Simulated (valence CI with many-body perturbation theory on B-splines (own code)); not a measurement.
Yb48+: E2, M1 decay

Calculated by valence CI with perturbative core correlation (CI+MBPT): four valence electrons over a frozen Dirac-Fock core [Ar], a basis of 9 s, 9 p, 10 d, 8 f, 5 g, 3 h, 1 i functions for each j, with the one-electron correlation potential Σ1, the two-electron term Σ2, the three-electron term Σ3, Breit, model QED; selected CI, second order for the rest (own B-spline code, finite nucleus).

The last digits are not significant, and no measured levels were compared; by estimate large intervals hold to a few tenths of a per cent, small ones and those within an open d or f shell to about a per cent. The list stops below the first excitations out of the core. Only levels of the ground parity were solved; by the run's estimate the other parity begins above the list, which can be wrong where configurations are misplaced.

Lines 1 to 50 of 100 in falling wavelength, among levels below 1798000 cm⁻¹, chosen from the decays that carry over 1 % of a level's rate. Wavelengths and rates use the calculated energies. Electric multipoles are in the length gauge, E1 and E2 with the static RPA response of the core. S is in atomic units (e²a₀⁴ for E2 and M2, e²a₀⁶ for E3), for M1 in squared Bohr magnetons. Weak lines are less certain than strong ones. Lines between different terms over intervals too small for the method are left out, as are lines whose strength nearly cancels. The highest levels of a list are the least certain.

Levels are named by their leading jj configuration (3d3/2^4 stands for four electrons in 3d with j = 3/2), which in mixed levels can hold well under half, so a name can repeat and another be missing. Letters in brackets count levels of one name in rising energy.

```csv
λ vac (Å),Upper,Lower,Type,A (s⁻¹),S (a.u.)
4580,(3d3/2^2 3d5/2^2) J=6,(3d3/2^2 3d5/2^2) J=5,M1,7.57e+01,3.51e+00
3709,(3d3/2^3 3d5/2) J=3,(3d3/2^3 3d5/2) J=2,M1,2.59e+02,3.43e+00
2226,(3d3/2^3 3d5/2) J=3,(3d3/2^3 3d5/2) J=4,M1,8.01e+02,2.29e+00
1076,(3d3/2^2 3d5/2^2) J=4 [b],(3d3/2^2 3d5/2^2) J=3 [a],M1,5.28e+03,2.19e+00
919.7,(3d3/2^3 3d5/2) J=2,(3d3/2^3 3d5/2) J=1,M1,2.15e+04,3.09e+00
763.6,(3d3/2^2 3d5/2^2) J=2 [d],(3d3/2^2 3d5/2^2) J=2 [c],M1,1.84e+04,1.52e+00
740.8,(3d3/2^2 3d5/2^2) J=2 [b],(3d3/2^2 3d5/2^2) J=2 [a],M1,1.29e+04,9.70e-01
675.2,(3d3/2^2 3d5/2^2) J=4 [c],(3d3/2^2 3d5/2^2) J=3 [b],M1,7.82e+03,8.03e-01
665.0,(3d3/2 3d5/2^3) J=0,(3d3/2 3d5/2^3) J=1 [a],M1,2.83e+04,3.08e-01
444.8,(3d3/2^2 3d5/2^2) J=2 [d],(3d3/2^2 3d5/2^2) J=2 [b],M1,1.32e+04,2.15e-01
417.3,(3d3/2^2 3d5/2^2) J=2 [d],(3d3/2^2 3d5/2^2) J=3 [b],M1,4.39e+03,5.91e-02
416.6,(3d3/2 3d5/2^3) J=3 [b],(3d3/2^2 3d5/2^2) J=2 [d],M1,3.13e+04,5.88e-01
401.4,(3d3/2 3d5/2^3) J=1 [b],(3d3/2^2 3d5/2^2) J=0 [b],M1,1.18e+05,8.46e-01
391.9,(3d3/2^2 3d5/2^2) J=4 [c],(3d3/2^2 3d5/2^2) J=4 [a],M1,4.71e+04,9.45e-01
374.2,(3d3/2^2 3d5/2^2) J=2 [d],(3d3/2^2 3d5/2^2) J=1,M1,4.20e+03,4.08e-02
367.4,(3d3/2 3d5/2^3) J=2 [b],(3d3/2 3d5/2^3) J=3 [a],M1,4.02e+04,3.69e-01
301.6,(3d3/2^2 3d5/2^2) J=2 [d],(3d3/2^2 3d5/2^2) J=3 [a],M1,1.70e+04,8.64e-02
297.5,(3d3/2^2 3d5/2^2) J=4 [a],(3d3/2^3 3d5/2) J=3,M1,1.56e+05,1.37e+00
291.6,(3d3/2 3d5/2^3) J=3 [a],(3d3/2^2 3d5/2^2) J=2 [b],M1,3.82e+04,2.46e-01
285.8,(3d3/2^2 3d5/2^2) J=2 [a],(3d3/2^3 3d5/2) J=2,M1,4.47e+05,1.93e+00
284.7,(3d3/2^2 3d5/2^2) J=3 [a],(3d3/2^3 3d5/2) J=3,M1,8.30e+05,4.97e+00
284.3,(3d3/2 3d5/2^3) J=3 [c],(3d3/2^2 3d5/2^2) J=2 [d],M1,1.23e+05,7.33e-01
281.1,(3d3/2 3d5/2^3) J=1 [b],(3d3/2^2 3d5/2^2) J=2 [d],M1,4.94e+05,1.22e+00
281.0,(3d3/2 3d5/2^3) J=2 [a],(3d3/2^2 3d5/2^2) J=2 [c],M1,1.34e+05,5.51e-01
280.4,(3d3/2 3d5/2^3) J=3 [a],(3d3/2^2 3d5/2^2) J=4 [b],M1,1.36e+05,7.80e-01
277.9,(3d3/2^2 3d5/2^2) J=2 [d],(3d3/2^2 3d5/2^2) J=2 [a],M1,2.67e+03,1.06e-02
269.5,(3d3/2 3d5/2^3) J=3 [b],(3d3/2^2 3d5/2^2) J=2 [c],M1,3.78e+04,1.92e-01
267.5,(3d3/2^2 3d5/2^2) J=0 [b],(3d3/2^2 3d5/2^2) J=1,M1,4.50e+05,3.19e-01
264.4,(3d3/2^2 3d5/2^2) J=3 [a],(3d3/2^3 3d5/2) J=2,M1,5.99e+05,2.88e+00
262.4,(3d3/2^2 3d5/2^2) J=4 [a],(3d3/2^3 3d5/2) J=4,M1,1.30e+06,7.84e+00
262.2,(3d3/2 3d5/2^3) J=1 [a],(3d3/2^2 3d5/2^2) J=2 [b],M1,1.76e+05,3.52e-01
260.1,(3d3/2^3 3d5/2) J=1,(3d3/2^4) J=0,M1,1.42e+06,2.78e+00
256.3,(3d3/2 3d5/2^3) J=2 [b],(3d3/2^2 3d5/2^2) J=2 [d],M1,1.01e+05,3.16e-01
250.0,(3d3/2 3d5/2^3) J=5,(3d3/2^2 3d5/2^2) J=4 [b],M1,6.26e+05,3.99e+00
243.4,(3d3/2 3d5/2^3) J=4 [a],(3d3/2^2 3d5/2^2) J=5,M1,1.58e+05,7.59e-01
236.0,(3d3/2 3d5/2^3) J=1 [a],(3d3/2^2 3d5/2^2) J=1,M1,8.44e+05,1.23e+00
234.9,(3d3/2^2 3d5/2^2) J=5,(3d3/2^3 3d5/2) J=4,M1,7.27e+05,3.85e+00
227.1,(3d3/2 3d5/2^3) J=4 [a],(3d3/2^2 3d5/2^2) J=3 [a],M1,7.48e+05,2.92e+00
226.4,(3d3/2 3d5/2^3) J=5,(3d3/2^2 3d5/2^2) J=6,M1,3.61e+05,1.71e+00
226.0,(3d3/2^2 3d5/2^2) J=1,(3d3/2^3 3d5/2) J=2,M1,1.50e+06,1.92e+00
225.7,(3d3/2^2 3d5/2^2) J=3 [b],(3d3/2^3 3d5/2) J=3,M1,1.85e+05,5.51e-01
225.6,(3d3/2 3d5/2^3) J=3 [c],(3d3/2^2 3d5/2^2) J=4 [c],M1,8.47e+05,2.52e+00
225.1,(3d3/2^2 3d5/2^2) J=4 [b],(3d3/2^3 3d5/2) J=3,M1,2.75e+05,1.05e+00
223.6,(3d3/2 3d5/2^3) J=6,(3d3/2^2 3d5/2^2) J=6,M1,6.98e+05,3.76e+00
223.5,(3d3/2^2 3d5/2^2) J=6,(3d3/2^3 3d5/2) J=4,E2,3.77e+01,2.44e-04
222.4,(3d3/2 3d5/2^3) J=3 [a],(3d3/2^2 3d5/2^2) J=3 [a],M1,1.32e+06,3.76e+00
222.3,(3d3/2 3d5/2^3) J=2 [a],(3d3/2^2 3d5/2^2) J=2 [b],M1,7.15e+05,1.46e+00
222.2,(3d3/2 3d5/2^3) J=4 [b],(3d3/2^2 3d5/2^2) J=4 [c],M1,5.70e+05,2.09e+00
222.1,(3d3/2^2 3d5/2^2) J=0 [a],(3d3/2^3 3d5/2) J=1,M1,3.73e+06,1.51e+00
219.6,(3d3/2 3d5/2^3) J=4 [a],(3d3/2^2 3d5/2^2) J=4 [a],M1,2.29e+06,8.09e+00
```
